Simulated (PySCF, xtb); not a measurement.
CH5N2S, SMILES NC([NH3+])=S, charge +1. Other conformers were not sampled.

Harmonic wavenumbers (cm⁻¹) from GFN2-xTB in xtb 6.7.1 at its own minimum, in rising order: 134, 269, 332, 382, 449, 504, 647, 851, 885, 906, 1064, 1331, 1386, 1400, 1415, 1533, 3181, 3198, 3206, 3428, 3478.

### Question
What does PySCF with B3LYP-D3(BJ)/def2-SVP give at its own minimum? (The exact figures need the calculation; the answer reports its results.)

### Answer
145, 317, 381, 435, 518, 593, 657, 895, 987, 994, 1197, 1433, 1509, 1574, 1603, 1649, 3334, 3431, 3438, 3542, 3660. Paired by order, the mean absolute difference is 110 cm⁻¹ and the zero-point energies are 42.9 and 46.2 kcal/mol.
